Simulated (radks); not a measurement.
Spin polarisation of the 4d2 shell in neutral zirconium. Start: [Kr] 4d(up 1, down 1) 5s2; electrons of 4d are moved from spin down to spin up, other shells keep equal spins. Method: scalar-relativistic Kohn-Sham, LDA (Slater exchange, Perdew-Wang correlation), spin-polarised, spherical densities, point nucleus; computed with a radial shooting solver on a logarithmic mesh with Libxc functionals.

moment (Bohr magnetons) = 0: E - E(0) (eV) 0.000; e(4d up) (eV) -3.735; e(4d down) (eV) -3.735; 5s down minus up (eV) 0.000; 4p down minus up (eV) 0.000
moment (Bohr magnetons) = 0.5: E - E(0) (eV) -0.032; e(4d up) (eV) -3.857; e(4d down) (eV) -3.600; 5s down minus up (eV) 0.148; 4p down minus up (eV) 0.249
moment (Bohr magnetons) = 1: E - E(0) (eV) -0.128; e(4d up) (eV) -3.966; e(4d down) (eV) -3.452; 5s down minus up (eV) 0.298; 4p down minus up (eV) 0.498
moment (Bohr magnetons) = 1.5: E - E(0) (eV) -0.289; e(4d up) (eV) -4.063; e(4d down) (eV) -3.290; 5s down minus up (eV) 0.449; 4p down minus up (eV) 0.747
moment (Bohr magnetons) = 2: E - E(0) (eV) -0.515; e(4d up) (eV) -4.146; e(4d down) (eV) -3.114; 5s down minus up (eV) 0.603; 4p down minus up (eV) 0.995

At moment 2 the spin-polarisation energy is -0.515 eV and the 4d exchange splitting 1.032 eV, that is 0.516 eV per Bohr magneton; E = -I m^2/4 would give I = 0.515 eV.
